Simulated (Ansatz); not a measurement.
```xyz
11

C     0.309   -1.704    0.712
S    -0.543   -1.337   -0.850
Si   -0.777    0.750   -0.664
N     0.730    1.497   -0.398
Cl   -1.913    1.306    0.964
H     0.682   -2.724    0.636
H     1.143   -1.021    0.864
H    -0.385   -1.634    1.548
H    -1.537    1.147   -1.871
H     0.793    2.375    0.090
H     1.498    1.346   -1.031
```

Charge 0, multiplicity 1.

(1) List the r2SCAN/def2-TZVPP orbital energies in eV (Ansatz 0.2.0). (Estimate.)

## Answers

(1) Computed: Occupied: -2753.14, -2408.94, -1792.35, -385.15, -273.90, -254.55, -213.38, -193.08, -192.95, -192.94, -157.46, -157.35, -157.25, -142.61, -97.53, -97.47, -97.42, -22.69, -21.25, -20.28, -16.65, -13.46, -12.99, -11.18, -11.06, -10.77, -10.07, -9.28, -8.49, -8.02, -7.66, -6.75, -6.19. Lowest empty: -0.37, 0.27, 0.82, 1.14, 1.81, 1.85, 2.39, 2.55.
